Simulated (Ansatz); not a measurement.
`CC(Br)[TeH]` + `OC([SiH3])[SiH3]` → `[SiH3]C([SiH3])[TeH]` + `CC(O)Br`  (formal exchange of groups at a Te–C bond)

Isolated molecules relaxed with PBE0-D4/def2-TZVP in Ansatz; ΔE leaves out vibrations. CBS: MP2 limit from def2 TZ/QZ plus the TZ coupled-cluster correction, frozen cores. DFT in def2-TZVPP. Elements past krypton have def2 core potentials. For Br, Te outer-core shells are correlated without core-valence functions, which leaves a few kJ/mol of doubt a bond. Scalar relativity is left out up to krypton. Each species was taken in one conformer, which may not be the lowest.

`CC(Br)[TeH]`:

```xyz
9

C     0.672    0.187    0.715
C    -0.595    0.257   -0.092
Br   -2.163    0.156    1.063
Te   -0.823   -1.339   -1.525
H     0.714    1.009    1.435
H     1.535    0.269    0.048
H     0.746   -0.758    1.254
H    -0.703    1.200   -0.620
H     0.617   -0.982   -2.277
```

`OC([SiH3])[SiH3]`:

Z-matrix (Å, degrees):
```
C
Si 1 1.888
Si 1 1.891 2 112.6
O 1 1.432 2 107.2 3 -122.7
H 1 1.102 2 106.4 3 118.2
H 2 1.485 1 110.2 3 60.8
H 2 1.488 1 107.9 3 -58.4
H 2 1.486 1 110.5 3 -178.0
H 3 1.492 1 107.7 2 -170.5
H 3 1.486 1 110.9 2 -51.9
H 3 1.487 1 110.8 2 70.2
H 4 0.962 1 108.9 2 178.3
```

`[SiH3]C([SiH3])[TeH]`:

Z-matrix (Å, degrees):
```
Si
C 1 1.875
H 1 1.489 2 110.5
H 1 1.488 2 109.7 3 119.7
H 1 1.485 2 109.5 3 -120.0
Si 2 1.872 1 112.3 3 167.4
Te 2 2.154 1 107.6 3 46.2
H 2 1.093 1 109.8 3 -70.5
H 6 1.490 2 109.8 1 59.5
H 6 1.485 2 109.5 1 -60.5
H 6 1.487 2 110.3 1 179.2
H 7 1.662 2 94.6 1 146.6
```

`CC(O)Br`:

Z-matrix (Å, degrees):
```
C
C 1 1.499
H 1 1.093 2 108.7
H 1 1.090 2 110.1 3 -119.1
H 1 1.089 2 110.8 3 120.0
O 2 1.371 1 109.6 3 61.0
Br 2 2.007 1 109.3 3 -177.6
H 2 1.092 1 112.8 3 -65.7
H 6 0.962 2 109.4 1 -176.4
```

```
             level  ΔE (kJ/mol)  difference from CCSD(T)/CBS
            PBE-D4        -79.0                          1.4
         r2SCAN-D4        -85.5                         -5.1
           ωB97M-V        -79.9                          0.5
               PBE        -76.8                          3.6
              PBE0        -80.9                         -0.5
SCS-MP2/def2-TZVPP        -78.6                          1.8
     HF/def2-QZVPP        -82.0                         -1.6
      HF/CBS(def2)        -82.0                         -1.6
     MP2/CBS(def2)        -82.9                         -2.5
    CCSD/CBS(def2)        -79.4                          1.0
       CCSD(T)/CBS        -80.4                            0
```

Largest T1 diagnostic among the species: 0.012.

The D4 term adds −3.6 kJ/mol with B3LYP and −2.0 kJ/mol with PBE0; it sums over pairs of atoms, weighted by their polarisabilities, and B3LYP, whose exchange is more repulsive, gets the larger term. From PBE to PBE0 (25 % exact exchange), in def2-TZVPP and without D4, ΔE moves by −4.1 kJ/mol.

CCSD(T)/CBS has its own doubt, a few kJ/mol and more with outer-core shells, so smaller differences from it don't rank the levels.

B3LYP here is the variant with VWN-RPA as its local correlation; programs differ in this.
